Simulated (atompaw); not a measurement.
# An all-electron radial function and its pseudo partner (C)

Columns: radius, all-electron u(r) and pseudo u(r) of the 2p shell (level -5.46 eV) of carbon in the configuration [He] 2s1.5 2p2.5; PBEsol, scalar-relativistic, PAW (atompaw) scheme, atompaw 4.2.0.5.

```tsv
r (bohr)	all-electron	pseudo
0.112	0.0575	0.0015
0.223	0.1703	0.0060
0.335	0.2930	0.0137
0.446	0.4038	0.0243
0.558	0.4977	0.0381
0.669	0.5722	0.0549
0.781	0.6293	0.0750
0.892	0.6692	0.0979
1.004	0.6945	0.1241
1.115	0.7073	0.1529
1.227	0.7099	0.1844
1.338	0.7043	0.2177
1.450	0.6924	0.2529
1.562	0.6755	0.2888
1.673	0.6553	0.3241
1.785	0.6322	0.3582
1.896	0.6076	0.3892
2.008	0.5817	0.4160
2.119	0.5554	0.4367
2.231	0.5287	0.4504
2.342	0.5023	0.4556
2.454	0.4761	0.4524
2.565	0.4507	0.4411
2.677	0.4257	0.4232
2.788	0.4018	0.4016
2.900	0.3787	0.3787
```

Question: How many radial nodes do the two functions have?

Answer: The all-electron 2p function has n − l − 1 = 0; the pseudo-wave has 0.

Question: Is the pseudo-wave norm-conserving?

Answer: No, it belongs to a PAW set: the norm inside the radius is not constrained, and the difference is carried by the augmentation charge.
